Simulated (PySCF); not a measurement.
C2F4, charge +1, doublet, at a GFN2-xTB geometry (a state made from the parent by changing its charge; the spin is typed, not shown lowest). Base run: HF/6-31G (PySCF).

PySCF was given this input:
```python
from pyscf import gto, scf

mol = gto.Mole()
mol.atom = '''
    F    -1.35271688    0.00082784    1.12268403
    C    -0.70852094   -0.02613901    0.02292277
    F    -1.41862743   -0.10306927   -1.03302276
    C     0.70852094    0.02613901   -0.02292277
    F     1.35271688   -0.00082784   -1.12268403
    F     1.41862743    0.10306927    1.03302276
'''
mol.basis = '6-31g'
mol.charge = 1
mol.spin = 1
mol.verbose = 4
mol.build()

mf = scf.UHF(mol)
mf.kernel()
mo_i, mo_e, stable_i, stable_e = mf.stability(internal=True, external=True, return_status=True, nroots=6, tol=1e-6)
print('internally stable:', stable_i, ' externally stable:', stable_e)
if not stable_i:
    umf = mf.copy()
    umf.scf_summary = {}
    umf.kernel(umf.make_rdm1(mo_i, mf.mo_occ))
```

The bond that is stretched is that between atoms 5 and 4. A test that says stable can miss a lower solution.

Each row names what was changed in the base input (with any setting that the change needs).

| change | ΔE vs base (eV) | <S^2> | stability test says | outcome |
|---|---|---|---|---|
| base | 0.00 | 0.754 | stable | converged |
| bond × 1.25 | 1.40 | 0.851 | stable | converged |
| bond × 1.5 | 3.90 | 0.760 | internal instability | converged |
| bond × 1.8 | - | - | - | not converged |
| bond × 2.2 | 2.34 | 1.758 | external instability | converged |
| bond × 3.0 | 2.38 | 1.758 | external instability | converged |

On stretching, the SCF can end on different states; <S^2> shows the spin contamination of each.
